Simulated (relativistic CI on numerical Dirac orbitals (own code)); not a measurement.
**L2,3 absorption of copper in several valence states**

Computed multiplet spectra 2p⁶3dⁿ → 2p⁵3dⁿ⁺¹ (Dirac-Coulomb-Breit ions, Slater integrals scaled by 0.8, an assumed crystal field that grows with the charge, no charge transfer; 300 K; Lorentzian 0.4 eV and Gaussian 0.3 eV FWHM at both edges, so that L2 comes out sharper than in experiment). Peaks over 5 % are given in eV from the highest peak in the L3 region of each spectrum (height, largest 100). S of the lowest state is read from ⟨S²⟩, and the branching ratio is the share of L3, cut at the minimum between the edges.

Field parameters in Wybourne normalisation: Oh B⁴₀ = 21Dq, B⁴₄ = √(5/14) B⁴₀. The field is a parameter set, without covalency.

- Cu2+ (d9, Oh, 10Dq = 11300 cm⁻¹): S = 0.50, branching ratio 0.74; peaks 0.0 (100), 20.1 (35)
- Cu3+ (d8, Oh, 10Dq = 14600 cm⁻¹): S = 1.00, branching ratio 0.74; peaks 0.0 (100), 1.4 (8), 2.4 (25), 20.3 (24), 21.6 (25)
- Cu4+ (d7, Oh, 10Dq = 17900 cm⁻¹): S = 1.50, high spin, branching ratio 0.83; peaks -4.6 (64), -2.5 (73), -1.6 (78), 0.0 (100), 1.7 (16), 2.6 (9), 3.4 (6), 18.8 (20), 19.9 (21), 20.7 (23)

The centroid of the whole edge, which also moves with the branching ratio, lies at 937.2 (Cu2+), 940.8 (Cu3+), 941.7 (Cu4+) eV in this ionic model, in steps of 0.9 to 3.6 eV. Compounds show about 1 to 2 eV a unit and lower energies for the high valences, since ligands screen the charge. The multiplet shape follows the d count and the spin state, and so serves as a fingerprint of valence. Real compounds of Cu4+ are mostly low spin, since covalency shrinks the Slater integrals more than this scale does.
